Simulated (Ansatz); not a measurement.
The same molecule with X = Si, Ge, Sn. Ansatz, PBE0-D4/def2-TZVP geometries, multiplicity 1. Each molecule was computed in one conformer, which needn't be the lowest.

Elements past krypton have def2 core potentials. Scalar relativity is left out up to krypton.

| X | molecule | mean X–Cl bond length / Å | mean X–N bond length / Å | LUMO energy (PBE/def2-TZVPP) / eV | HOMO energy (ωB97M-V/def2-TZVPP) / eV | LUMO energy (B3LYP/def2-TZVPP) / eV |
| --- | --- | --- | --- | --- | --- | --- |
| Si | `N[Si](N)(Cl)Cl` | 2.056 | 1.689 | -0.22 | -10.33 | 0.30 |
| Ge | `[NH2][Ge]([NH2])([Cl])[Cl]` | 2.150 | 1.804 | -1.43 | -10.53 | -0.77 |

Give the row for X = Sn, `[NH2][Sn]([NH2])([Cl])[Cl]`. (Best estimate.)

The calculation gave: 
```json
{"X": "Sn", "molecule": "`[NH2][Sn]([NH2])([Cl])[Cl]`", "mean X–Cl bond length / Å": "2.321", "mean X–N bond length / Å": "1.996", "LUMO energy (PBE/def2-TZVPP) / eV": "-2.54", "HOMO energy (ωB97M-V/def2-TZVPP) / eV": "-10.47", "LUMO energy (B3LYP/def2-TZVPP) / eV": "-1.92"}
```

From Si to Sn the mean X–Cl bond length rises at each step, by 0.265 Å in all; the mean X–N bond length rises at each step, by 0.307 Å in all; the LUMO energy (PBE/def2-TZVPP) falls at each step, by 2.32 eV in all; the HOMO energy (ωB97M-V/def2-TZVPP) isn't monotonic: highest at Si, lowest at Ge; the LUMO energy (B3LYP/def2-TZVPP) falls at each step, by 2.22 eV in all. Bonds lengthen as the atom grows down the group.

B3LYP here is the variant with VWN-RPA as its local correlation; programs differ in this.
